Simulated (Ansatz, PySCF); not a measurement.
H4HfI2N2, SMILES [Hf]([I])([I])([NH2])[NH2], multiplicity 1. Atoms are numbered in the order given.

```xyz
9

Hf    -0.0408    -0.0110    -0.7187
I     -2.4446    -0.0882     0.6204
I      2.1640     0.0883     0.9262
N      0.1006    -1.5967    -1.9470
H     -0.6878    -2.1183    -2.3324
H      0.9682    -2.0574    -2.2248
N     -0.0223     1.6009    -1.9303
H     -0.0814     2.5623    -1.5894
H      0.0441     1.6201    -2.9466
```

The structure is a stationary point at B3LYP-D3(BJ)/def2-SVP. The spin state was assumed, not searched. The def2 effective core potentials stand for the cores of Hf, I; spin–orbit coupling is left out. Other conformers were not sampled.

Two levels are set side by side: PBE-D3(BJ)/def2-SVP (Ansatz, an electronic-structure program) and B3LYP-D3(BJ)/def2-SVP (Ansatz). Each level has its own optimised geometry; the coordinates shown are those of the second. Frequencies come from the Hessian of PySCF at each geometry. Differences are taken from unrounded values.

| quantity | B3LYP-D3(BJ) |
|---|---|
| mean bond length (Å) | 1.702 |
| bond Hf1–I2 (Å) | 2.753 |
| bond Hf1–I3 (Å) | 2.753 |
| bond Hf1–N4 (Å) | 2.011 |
| bond Hf1–N7 (Å) | 2.017 |
| bond N4–H5 (Å) | 1.021 |
| bond N4–H6 (Å) | 1.021 |
| bond N7–H8 (Å) | 1.022 |
| bond N7–H9 (Å) | 1.019 |
| highest harmonic wavenumber (cm⁻¹) | 3610 |
| mean harmonic wavenumber (cm⁻¹) | 1039 |
| zero-point energy (kcal/mol) | 31.20 |

Problem. What does PBE-D3(BJ) give, and how far is it from B3LYP-D3(BJ)? (The exact figures need the calculation; the answer reports its results.)

Solution. 
```
quantity                            PBE-D3(BJ)  PBE-D3(BJ) minus B3LYP-D3(BJ)
----------------------------------  ----------  -----------------------------
mean bond length (Å)                     1.704                          0.002
bond Hf1–I2 (Å)                          2.747                         -0.005
bond Hf1–I3 (Å)                          2.747                         -0.005
bond Hf1–N4 (Å)                          2.012                          0.001
bond Hf1–N7 (Å)                          2.018                          0.001
bond N4–H5 (Å)                           1.028                          0.007
bond N4–H6 (Å)                           1.028                          0.007
bond N7–H8 (Å)                           1.029                          0.007
bond N7–H9 (Å)                           1.025                          0.007
highest harmonic wavenumber (cm⁻¹)        3545                            -65
mean harmonic wavenumber (cm⁻¹)           1016                            -23
zero-point energy (kcal/mol)             30.50                          -0.70
```
